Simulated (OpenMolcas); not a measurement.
# V⁺: the spin-orbit constant, Racah parameters, worked from levels

| Quantity | Value |
| --- | --- |
| Program | OpenMolcas 26.06 |
| Basis | ANO-RCC-VQZP [7s6p4d3f2g1h] |
| Scalar Hamiltonian | DKH2, point nucleus |
| Active space | 4 electrons in 5 orbitals (3d) |
| State averaging | 2S+1 = 5 even, 5 roots; 2S+1 = 3 even, 45 roots; 2S+1 = 1 even, 50 roots (44 in the spin-orbit step) |
| Spin-orbit coupling | RASSI with atomic mean-field integrals over the reference wave functions, term energies averaged over their components |

Methods: CASSCF; MS-CASPT2, IPEA 0.25 Eh, imaginary shift 0.1 Eh (closed shells correlated: 3s 3p). Measured levels: NIST Handbook of Basic Atomic Spectroscopic Data.

**The spin-orbit constant.** For the Hund term ⁵D of d4, E(J) = (A/2) J(J+1) + constant and ζ = 2S·A = 4A. From J = 0 to J = 4 the energy changes by 10 A.

| Source | E(4) - E(0) | A | ζ |
| --- | --- | --- | --- |
| CASSCF | 378.9 | 37.9 | 152 |
| MS-CASPT2 | 381.5 | 38.1 | 153 |
| measured | 339.2 | 33.9 | 136 |

All in cm-1. MS-CASPT2 is off by +12.5 % and CASSCF by +11.7 %. Both methods take the spin-orbit matrix elements from the reference wave functions, so the second can move ζ only through the term energies and any multistate remixing. Second-order mixing with other terms is absorbed into this ζ.

**Racah parameters.** Above ⁵D, d4 has ³G at 9B + 4C, ³H at 4B + 4C and ³D at 16B + 4C. The first two fix B and C, and the third tests them; where it misses by thousands of cm-1, two parameters do not describe the configuration (Trees and configuration-interaction terms are left out) and B and C hang on the terms chosen. Term energies are centres of gravity, weighted by 2J + 1.

```tsv
Source	³G	³H	B	C	C/B	³D from B, C	³D found
CASSCF	19764	15626	828	3079	3.72	25564	25509
MS-CASPT2	14560	11606	591	2311	3.91	18700	18705
```

Energies in cm-1. From CASSCF to MS-CASPT2, B changes by -28.6 % and C by -24.9 %.

Term energies are means over components that CASPT2 splits; among the terms shown or strongly mixed into the levels shown the widest spread is 540 cm-1 (3d⁴ ³H, MS-CASPT2). Some high roots are left out of the spin-orbit mixing, which shifts the levels that they would mix with. Without dynamic correlation excited terms often stand tens of per cent too high (terms of higher spin than the ground term too low), and those without a measured partner can miss by more than the paired ones (holds for CASSCF). Computed and measured levels are paired by configuration, term and J; levels that our copy of the source lacks, or whose pairing is in doubt (as where it misses far off the trend of its configuration), stay unpaired and out of the deviations. Only configurations of the active space appear.
